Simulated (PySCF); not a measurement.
# From orbital energies to excitation energies

Species: C3H9NOSi.
Numbering: `[OH:1][Si@H:2]1[CH2:3][CH2:4][CH2:5][NH:6]1` (hydrogens: H7 on O1; H8 on Si2; H9, H10 on C3; H11, H12 on C4; H13, H14 on C5; H15 on N6)

Computed with TDDFT PBE0/def2-SVPD, vertical, gas phase, core orbitals frozen in the response in PySCF. The structure is a single PBE0-D3(BJ)/def2-SVP conformer in the gas phase; no vibrational or solvent corrections.

Orbital energies (eV): HOMO-3 -9.51, HOMO-2 -9.25, HOMO-1 -8.03, HOMO -6.83, LUMO 0.41, LUMO+1 0.90, LUMO+2 1.25.

Question: Among the lowest singlets, which states do these configurations lead, and at what energies: HOMO-1→LUMO, HOMO→LUMO+2, HOMO→LUMO+1, HOMO-1→LUMO+1, HOMO→LUMO?

Answer: 

```
state  leading configuration  weight  Δε (eV)  E (eV)  E − Δε (eV)      f  other configurations
   S1              HOMO→LUMO    0.86     7.23    6.08        -1.16  0.012            H→L+1 (8%)
   S2            HOMO→LUMO+1    0.88     7.72    6.58        -1.14  0.056              H→L (9%)
   S3            HOMO→LUMO+2    0.89     8.07    6.85        -1.22  0.011                     –
   S4            HOMO-1→LUMO    0.94     8.43    7.25        -1.19  0.010                     –
   S8          HOMO-1→LUMO+1    0.88     8.92    7.76        -1.16  0.026                     –
```

E − Δε runs from -1.22 to -1.14 eV. Among themselves, these states come in the order of their orbital differences. Δε is the difference of the two orbital energies.

H and L stand for HOMO and LUMO. The other states: S5 7.31 eV, f 0.014, H→L+3 (94%); S6 7.41 eV, f 0.013, H→L+4 (82%), H→L+5 (9%); S7 7.66 eV, f 0.037, H→L+5 (85%); S9 7.93 eV, f 0.021, H→L+6 (59%), H→L+7 (30%); S10 8.01 eV, f 0.024, H→L+7 (63%), H→L+6 (34%).

Question: Pair triplets and singlets of the same leading configuration (75% or more in both) and give the splittings.

Answer: 

| configuration | triplet | E(T) (eV) | singlet | E(S) (eV) | E(S) − E(T) (eV) |
| --- | --- | --- | --- | --- | --- |
| HOMO→LUMO | T1 | 5.84 | S1 | 6.08 | +0.24 |
| HOMO→LUMO+1 | T2 | 6.29 | S2 | 6.58 | +0.29 |
| HOMO-1→LUMO | T4 | 7.05 | S4 | 7.25 | +0.20 |

The 4 triplets are Tamm–Dancoff values, the singlets full response.

Summed over the main configurations (up to three a state, each over 8%) of all 10 singlets, the electron leaves HOMO with weight 7.37 and HOMO-1 with weight 1.82.

The vertical ionisation energy (ΔSCF) is 8.85 eV, 0.84 eV above S10.

Time: 61 s of wall time; peak memory 0.90 GiB. Hardware: an Arm Neoverse V1 with one thread, shared host with 32 logical CPUs at a one-minute load of 13.

Without π bonds the low states are Rydberg-like; a valence basis with one diffuse set may place them up to an eV too high.
